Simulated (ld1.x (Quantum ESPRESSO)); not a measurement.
**u(r) = r·R(r): atom against pseudo-atom (K)**

Columns: radius, all-electron u(r) and pseudo u(r) of the 4s shell (level -3.10 eV) of potassium in the configuration [Ne] 3s2 3p6 3d1 4s0 4p0; PBE, scalar-relativistic, PAW scheme, ld1.x (Quantum ESPRESSO) 7.5.

| r (bohr) | all-electron | pseudo |
| --- | --- | --- |
| 0.215 | -0.1120 | 0.2624 |
| 0.430 | -0.0329 | 0.4690 |
| 0.645 | 0.1304 | 0.5798 |
| 0.860 | 0.2075 | 0.5812 |
| 1.075 | 0.1950 | 0.4870 |
| 1.290 | 0.1269 | 0.3312 |
| 1.505 | 0.0338 | 0.1547 |
| 1.720 | -0.0645 | -0.0084 |
| 1.935 | -0.1571 | -0.1393 |
| 2.150 | -0.2389 | -0.2363 |
| 2.365 | -0.3081 | -0.3081 |
| 2.580 | -0.3645 | -0.3645 |
| 2.795 | -0.4088 | -0.4088 |
| 3.010 | -0.4422 | -0.4422 |
| 3.225 | -0.4657 | -0.4657 |
| 3.440 | -0.4807 | -0.4807 |
| 3.655 | -0.4882 | -0.4882 |
| 3.870 | -0.4895 | -0.4895 |
| 4.085 | -0.4857 | -0.4857 |
| 4.300 | -0.4779 | -0.4779 |
| 4.515 | -0.4675 | -0.4675 |
| 4.730 | -0.4555 | -0.4555 |
| 4.945 | -0.4423 | -0.4423 |
| 5.160 | -0.4281 | -0.4281 |
| 5.375 | -0.4130 | -0.4130 |
| 5.590 | -0.3970 | -0.3970 |

**Question.** How many radial nodes do the two functions have?

**Answer.** The all-electron 4s function has n − l − 1 = 3 (the table is too coarse to show those close to the nucleus); the pseudo-wave has 1, since 1 lower shell of the same l stays in the valence.

**Question.** At about which radius was the pseudo-wave matched?

**Answer.** 2.55 bohr, where the columns begin to agree (steps of 0.21 bohr).

**Question.** Is the pseudo-wave norm-conserving?

**Answer.** No, it belongs to a PAW set: the norm inside the radius is not constrained, and the difference is carried by the augmentation charge.
